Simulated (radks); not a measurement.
Values are calculated unless marked as measured or tabulated.
Nb+, configuration [Kr] 4d4 (the NIST ground configuration).

Level of theory: scalar-relativistic Kohn-Sham, SCAN, spin-polarised, spherical densities, finite nucleus; open shells are filled with parallel spins first (spin-orbit coupling, left out, can overturn this in heavy ions); meta-GGA in the generalised Kohn-Sham scheme; Fermi nuclear charge, rms radius 4.324 fm (a radial shooting solver on a logarithmic mesh with Libxc functionals).

Energy parts (eV):
| part | energy |
|---|---|
| total | -103955.892 |
| kinetic | 107038.271 |
| electron-nucleus | -250197.082 |
| Hartree | 42453.387 |
| exchange-correlation | -3250.467 |

Orbitals (lengths in bohr, moments of r in powers of bohr; r(max) is where P^2 peaks; r(90%) holds 90 % of the orbital's charge):
orbital	occ.	eigenvalue (eV)	r(90%)	<r>	r(max)
1s up	1	-18856.40	0.0646	0.03610	0.02349
1s down	1	-18856.43	0.0646	0.03610	0.02349
2s up	1	-2655.669	0.244	0.1579	0.1330
2s down	1	-2655.253	0.244	0.1579	0.1330
2p up	3	-2368.816	0.224	0.1377	0.1065
2p down	3	-2368.508	0.224	0.1377	0.1065
3s up	1	-453.4150	0.653	0.4420	0.3949
3s down	1	-453.2460	0.653	0.4421	0.3950
3p up	3	-358.6804	0.673	0.4451	0.3891
3p down	3	-358.4701	0.673	0.4452	0.3892
3d up	5	-204.7318	0.694	0.4330	0.3353
3d down	5	-204.3430	0.694	0.4330	0.3355
4s up	1	-67.3037	1.71	1.170	1.040
4s down	1	-64.8354	1.69	1.158	1.030
4p up	3	-42.9141	1.95	1.313	1.132
4p down	3	-39.9999	1.92	1.295	1.118
4d up	4	-10.2063	3.26	2.020	1.488

The highest occupied level is 4d up at -10.206 eV. Summed over all electrons, <r^2> = 38.92 bohr^2, which gives a Langevin (diamagnetic) susceptibility term of -30.8 x 10^-6 cm^3/mol.

Empty levels of this run are not shown, since the potential may be unsettled where no density lies.
